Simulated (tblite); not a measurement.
Compound: C₈H₁₃P.
Z-matrix (Å and degrees, GFN2-xTB geometry), rows numbered from 1:
```
C 
C   1  1.3298
C   2  1.4480  1  125.36
C   3  1.3412  2  125.58  1  -173.54
C   4  1.4930  3  128.05  2    -0.09
C   4  1.5026  3  115.67  2   178.44
P   6  1.8639  4  106.98  3    16.03
C   7  1.8543  6   97.29  4    76.96
C   3  1.5085  2  119.38  1     5.32
H   1  1.0765  2  122.68  3     0.53
H   1  1.0767  2  121.30  3  -179.84
H   2  1.0822  1  118.66  3   179.95
H   5  1.0857  4  112.35  3     5.17
H   5  1.0902  4  109.81  3   126.07
H   5  1.0913  4  109.99  3  -115.84
H   6  1.0930  4  112.56  3   137.95
H   6  1.0958  4  110.16  3  -102.48
H   8  1.0886  7  109.08  6    74.99
H   8  1.0887  7  108.86  6  -166.96
H   8  1.0892  7  111.11  6   -46.18
H   9  1.0945  3  110.49  2   -75.23
H   9  1.0922  3  112.34  2    45.04
```

Computed values, GFN2-xTB/tblite, gas phase, harmonic and unscaled. Against measured fundamentals such values can be off by several per cent, at times by over 20. One conformer, not necessarily the lowest.

Harmonic wavenumbers (cm⁻¹): 63.3, 84.7, 96.8, 118.6, 190.7, 214.5, 258.6, 262.7, 294.8, 318.0, 434.6, 447.1, 494.0, 526.1, 658.5, 703.4, 736.3, 757.0, 767.0, 783.6, 813.6, 877.1, 891.9, 902.0, 950.3, 999.1, 1005.5, 1012.7, 1059.8, 1094.7, 1105.0, 1175.9, 1182.2, 1232.1, 1285.2, 1312.3, 1314.0, 1405.0, 1415.4, 1433.0, 1439.0, 1448.3, 1459.5, 1473.6, 1483.4, 1661.8, 1678.8, 2912.5, 2928.6, 2952.2, 2961.3, 2983.2, 2992.2, 3004.8, 3009.7, 3013.6, 3051.9, 3059.0, 3108.8, 3131.2.

A = 1874, B = 1132, C = 832.0 MHz; mass 140.075 u (most abundant isotopes); point group C1, symmetry number 1.

Q: Zero-point energy?

A: Half the sum of the wavenumbers: 40215 cm⁻¹ = 114.98 kcal/mol.

Q: Give the ideal-gas entropy at 298.15 K and 1 bar in the rigid-rotor, harmonic-oscillator model (classical rotation).

A: Translation 40.75, rotation 29.59, vibration 31.18: S = 101.5 cal/(mol K).

Q: And Cp and H(298.15 K) − H(0)?

A: Cp = 42.54 cal/(mol K), of which vibrations give 34.59 (their classical limit is 60 R = 119.2); H(298.15 K) − H(0) = 7.45 kcal/mol without the zero-point energy, 5.08 from vibrations.

Q: Which modes carry the vibrational entropy at 298.15 K?

A: 63.3 cm⁻¹: 4.35; 84.7 cm⁻¹: 3.78; 96.8 cm⁻¹: 3.52; 118.6 cm⁻¹: 3.12; 190.7 cm⁻¹: 2.22; 214.5 cm⁻¹: 2.01 cal/(mol K); the other 54 give 12.19 together.

Q: What must be added to the electronic energy to get the Gibbs energy at 298.15 K and 1 bar?

A: ZPE + [H(298.15 K) − H(0)] − T·S = 114.98 + 7.45 − 30.27 = 92.16 kcal/mol.

Hindered rotation and anharmonicity are outside this model. Other conformers, if any are populated, would add a mixing term that is left out. The structure is chiral; the term R ln 2 for an equal mix with its mirror image is left out.
